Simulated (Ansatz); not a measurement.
Total energies of B2H6Si2 (`[SiH3]B1B[SiH2]1`).

Cartesian coordinates in Å:
```
Si -0.4299 1.7832 0.0043
B -0.5852 -0.1682 -0.2570
B -0.9923 -1.5710 -0.5687
Si 0.9524 -1.1856 0.2713
H -0.5957 2.4935 -1.2930
H -1.4840 2.2650 0.9380
H 0.8929 2.1660 0.5703
H -1.1600 -2.7242 -0.7553
H 2.1050 -0.4280 0.8211
H 1.2966 -2.6307 0.2688
```

The species carries charge 0 and has multiplicity 1. The structure was optimised at the PBE0-D4/def2-TZVP level. Basis def2-TZVPP, the Gaussian-basis code of Ansatz.

RPA on PBE orbitals: Hartree–Fock energy of these orbitals -630.59745 Eh, correlation -0.87497 Eh (frozen core).

| functional | energy without D4 (Eh) | D4 term (kJ/mol) |
| --- | --- | --- |
| LDA (SPW92) | -629.29432 | – |
| PBE | -631.83600 | -21.5 |
| revPBE | -632.09803 | -58.8 |
| BLYP | -632.18599 | -46.6 |
| r2SCAN | -632.13860 | -5.0 |
| B97M-V | -632.11024 | – |
| PBE0 | -631.90599 | -18.3 |
| B3LYP | -632.28215 | -35.1 |
| r2SCANh | -632.13330 | -5.5 |
| r2SCAN0 | -632.12626 | -6.1 |
| HSE06 (plane-wave form) | -631.88855 | -17.2 |
| BHLYP | -632.19322 | -29.3 |
| CAM-B3LYP | -632.18940 | -18.8 |
| LC-ωPBE | -631.98601 | – |
| ωB97X-V | -632.11847 | – |
| ωB97M-V | -632.14078 | – |
| B2PLYP | -631.92429 | – |
| PBE-QIDH | -631.72113 | – |

B3LYP takes the VWN-RPA correlation (the form of Gaussian; ORCA's B3LYP/G). HSE06 is the plane-wave form, built on full-range PBE exchange. The double hybrids freeze the cores in their second-order part.

LC-ωPBE has ω = 0.4 bohr⁻¹.
